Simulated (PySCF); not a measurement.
Molecule: C2H10AlNO, singlet. Atoms near the plane z = 0.0 Å, at the GFN2-xTB optimised geometry (x, y, z in Å): Al1 (-0.2, 0.1, 0.0), C2 (-1.2, -1.5, -0.8), H3 (-0.7, -2.4, -0.6), H5 (-2.2, -1.6, -0.5), C6 (1.8, 0.1, 0.0), H7 (2.2, 0.8, 0.7), H8 (2.2, 0.4, -1.0), H9 (2.2, -0.9, 0.2), O10 (-1.0, 1.6, 0.0), H11 (-1.4, 2.4, -0.1).

Method: B3LYP/def2-TZVP run with PySCF 2.14.0. Cells within 0.4 Å of a nucleus heavier than hydrogen are left out (blank, or x). The values are rescaled to run from 0 to 1.

```
|2222222222222222222222222222222|
|2222222222222222222222222222222|
|2222222222222222222222222222222|
|2222222211111222222222222222222|
|2222222111111122222222222222222|
|2222222110001112222222222222222|
|2222221110001112222222222222222|
|2222221110563222222222222222222|
|2222221112794222221111122222222|
|22222221124xx632211111111222222|
|22222222224xx842111111111122222|
|222222222248x642111111111112222|
|2222222222345421112211221112222|
|2222222222222211124422421112222|
|22222221111111xx2467xxx21112222|
|2222222111111xxx2467xxx21112222|
|2222221111122211234547742112222|
|2222211112233321122336962112222|
|2222211122234321112224742112222|
|2222111122223321111112211112222|
|2222111123212221111111111112222|
|2222111122112221111111111122222|
|2222211111112211111111112222222|
|2222211111112211112222222222222|
|2222222111111111122222222222222|
|2222222221111111122222222222222|
|2222222222111111222222222222222|
|2222222222222222222222222222222|
|2222222222222222222222222222222|
|2222222222222222222222222222222|
|2222222222222222222222222222222|
```
Scale: ten equal steps from 0.000 (start of '0') to 1.00 (end of '9'), in the order '0123456789'; x runs from -4.50 to 4.50, y from -4.50 (bottom) to 4.50 (top).

Which quantity is mapped?
A) log10 of the electron density
B) deformation density (molecule minus spherical neutral atoms)
C) Laplacian of the electron density
D) electron localisation function

B, deformation density (molecule minus spherical neutral atoms). In full: deformation density (molecule minus spherical neutral atoms) (e/bohr³).
